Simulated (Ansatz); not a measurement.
Geometry optimisation, RKS PBE0/def2-SVP in Ansatz.

Input:

```yaml
crystal:
  periodic: [false, false, false]
  atoms:
    - { symbol: B, position_ang: [0.0, 0.0, 0.0] }
    - { symbol: O, position_ang: [0.0, 0.0, 1.41] }
    - { symbol: H, position_ang: [-0.9095, -0.2814, 1.7471] }
    - { symbol: "N", position_ang: [1.3423, 0.0, -0.775] }
    - { symbol: H, position_ang: [1.8089, -0.9179, -1.0268] }
    - { symbol: H, position_ang: [1.7937, 0.9179, -1.0532] }
    - { symbol: "N", position_ang: [-1.3423, 0.0, -0.775] }
    - { symbol: H, position_ang: [-2.0112, -0.8164, -0.6764] }
    - { symbol: H, position_ang: [-1.5914, 0.8164, -1.4036] }
basis:
  gaussian: { orbitals: def2-SVP }
hamiltonian:
  xc: pbe0
relax:
  f_tol: 0.02
  max_steps: 40
```

Launched with:

```bash
$ ansatz run input.yaml --threads 2 --pin off --max-ram 3072MiB --backend cpu --events-out ev --progress --plain --runs-dir out
```

Question: Where does it end, and by what steps?

Answer: The forces met the threshold. After 12 steps the energy has fallen by 2.036 eV; H5 moved furthest, 1.31 Å.

```csv
step,energy less start (eV),largest force component (eV/Å),accepted
0,0.0000,2.060,yes
1,-0.7787,2.476,yes
2,-1.1287,1.855,yes
3,-1.3716,1.263,yes
4,-1.5435,1.657,yes
5,-1.7032,1.121,yes
6,-1.8480,0.700,yes
7,-1.9670,0.383,yes
8,-2.0216,0.197,yes
9,-2.0294,0.235,yes
10,-2.0349,0.066,yes
11,-2.0355,0.034,yes
12,-2.0356,0.010,yes
```

```xyz
9
Properties=species:S:1:pos:R:3
B -0.021 -0.014 -0.058
O 0.022 0.021 1.323
H -0.847 -0.029 1.726
N 1.220 0.112 -0.734
H 1.333 0.080 -1.734
H 2.078 0.239 -0.219
N -1.250 -0.163 -0.767
H -2.139 -0.323 -0.317
H -1.303 -0.205 -1.774
```

Whether the end is a true minimum wasn't checked by a vibrational analysis.

Run time: 11 s on 2 threads of Intel(R) Xeon(R) 6975P-C (Granite Rapids) (shared host), peak memory 0.16 GiB.
